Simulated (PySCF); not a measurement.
Work out the structure from these simulated measurements.

Formula: C6H11FS.

* 13C NMR: chemical shifts (computed TMS as zero) by class: 96.9 (1 C), 46.0 (1 C), 43.5 (1 C), 38.0 (1 C), 37.7 (1 C), 24.6 (1 C) ppm [GIAO PBE0/pcSseg-1]
* 1H NMR: chemical shifts (computed TMS as zero) by class: 5.13 (1 H), 3.30 (1 H), 2.89 (1 H), 2.43 (1 H), 2.36 (1 H), 2.35 (1 H), 2.19 (1 H), 2.10 (1 H), 1.77 (1 H), 1.58 (1 H), 1.46 (1 H) ppm [GIAO PBE0/pcSseg-1]
* Rotational structure: rotational constants A, B, C: 2.361, 1.503, 1.068 GHz [GFN2-xTB]
* NMR, other nuclei: isotropic shieldings of nuclei other than C and H, by class: 371 (1 F), 523 (1 S) ppm [GIAO PBE0/pcSseg-1]
* Dipole: 1.41 D [PBE0/pcSseg-1]

The electronic properties come from PySCF, for the isolated species, density fitting. Levels stand in brackets. Geometry: GFN2-xTB, one conformer, isolated molecule. NMR classes are plain means over equivalent atoms (diastereotopic ones count apart unless rotation or inversion swaps them), as if these changed places fast.

Problem. Propose a structure and show how it fits.

Solution. Numbering: `[F:1][C@H:2]1[CH2:3][CH2:4][CH2:5][CH2:6][S:7][CH2:8]1`. Its formula, C6H11FS, gives 1 degree of unsaturation: 1 ring and 0 π bonds in the structure found. 6 carbons fall into 6 classes; from least to most shielded: sp3 C–F carbon [C2] (96.9 ppm), ring sp3 carbon bound to sulfur [C6] (46.0 ppm), ring sp3 carbon bound to sulfur [C8] (43.5 ppm), ring CH2 carbon [C3] (38.0 ppm), ring CH2 carbon [C5] (37.7 ppm), ring CH2 carbon [C4] (24.6 ppm). Hydrogen classes from least to most shielded: 1 H on an sp3 C–F carbon, C2 (5.13 ppm), 1 H on an sp3 carbon bound to sulfur, C8 (3.30 ppm), 1 H on an sp3 carbon bound to sulfur, C6 (2.89 ppm), 1 H on an sp3 carbon bound to sulfur, C8 (2.43 ppm), 1 H on a ring CH2 carbon, C3 (2.36 ppm), 1 H on an sp3 carbon bound to sulfur, C6 (2.35 ppm), 1 H on a ring CH2 carbon, C3 (2.19 ppm), 1 H on a ring CH2 carbon, C5 (2.10 ppm), 1 H on a ring CH2 carbon, C4 (1.77 ppm), 1 H on a ring CH2 carbon, C4 (1.58 ppm), 1 H on a ring CH2 carbon, C5 (1.46 ppm). The other shieldings belong to: 371 ppm, alkyl fluorine [F1]; 523 ppm, sulfide sulfur [S7]. The optimised geometry has point group C1 and is an asymmetric top. Structure: `F[C@H]1CCCCSC1`. Computed isomers that give other values at the same levels: `C[C@@H]1CCS[C@@H]1CF` (13C chemical shifts (computed TMS as zero) by class: 89.4 (1 C), 56.9 (1 C), 45.1 (1 C), 40.7 (1 C), 36.6 (1 C), 16.8 (1 C) ppm); `FC[C@H]1CCCCS1` (13C chemical shifts (computed TMS as zero) by class: 97.6 (1 C), 45.8 (1 C), 35.3 (1 C), 33.6 (1 C), 31.7 (1 C), 26.6 (1 C) ppm). The assignments are read from this structure; whether some other isomer fits the data as well wasn't checked. The mirror image fits equally.
